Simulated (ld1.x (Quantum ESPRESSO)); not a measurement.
## Before and after: TM potential for magnesium

magnesium (Mg), norm-conserving Troullier–Martins (Kleinman–Bylander form), made with ld1.x (Quantum ESPRESSO) 7.5 (PBE, scalar-relativistic). Core [Ne], reference 3s2 3p0. Waves: 3s (bound): rc 1.75 bohr; 3d channel at 0.1 Ry: rc 2.90 bohr; 3p (bound, empty): rc 3.40 bohr. Local part: the p channel. Core correction: Bessel-smoothed model core inside 1.15 bohr.

Change: wave 3s (bound): rc 1.75 bohr becomes 3s (bound): rc 1.42 bohr.

Cutoffs: the cutoffs (Ry, on a coarse ladder) from which the occupation-weighted sum of valence levels, in a spherical-Bessel basis at the reference potential, stays within 10 and 1 mRy of its value at 400 Ry; they do not see the model core or the augmentation charge, which bear on the density cutoff. Errors are all-electron minus pseudo energies relative to the spin-unpolarised reference configuration.

How do hardness, ghosts and transferability respond?

The potential gets harder (8 Ry and 30 Ry → 40 Ry and 100 Ry); a bound ghost appears in s, which as a rule spoils a file; of the 5 tests that both files solve, the error grows in 3 and shrinks in 0 by more than 15 % and 0.3 meV (median size 3.1 → 5.1 meV). A smaller radius makes the pseudo-wave follow the all-electron one further in, where it bends more sharply, so more plane waves are needed. That the errors move this way runs against the usual rule that smaller radii transfer better.

```tsv
quantity	base	changed
cutoff, loose	8 Ry	40 Ry
cutoff, tight	30 Ry	100 Ry
bound ghosts	none	s
error for 3s1 3p0, meV [ΔE 7.96 eV]	-3.1	-2.7
error for 3s1.5 3p0, meV [ΔE 3.14 eV]	-0.7	-0.4
error for 3s1 3p1, meV [ΔE 3.49 eV]	-2.7	-5.1
error for 3s0 3p2, meV [ΔE 7.18 eV]	-10	-26
error for 3s0 3p1, meV [ΔE 12.33 eV]	-8.1	-24
s: phases at 3.70 bohr within 0.05 rad from the reference energy up to (Ry; the scan ends near 5)	1.3	1.3
p: phases at 3.70 bohr within 0.05 rad from the reference energy up to (Ry; the scan ends near 5)	1.5	1.5
d: phases at 3.70 bohr within 0.05 rad from the reference energy up to (Ry; the scan ends near 5)	2.1	2.1
```

 A true bound ghost makes a file unfit for plane-wave use even where its test errors are small: the radial tests pick states by their node count and pass the ghost by.
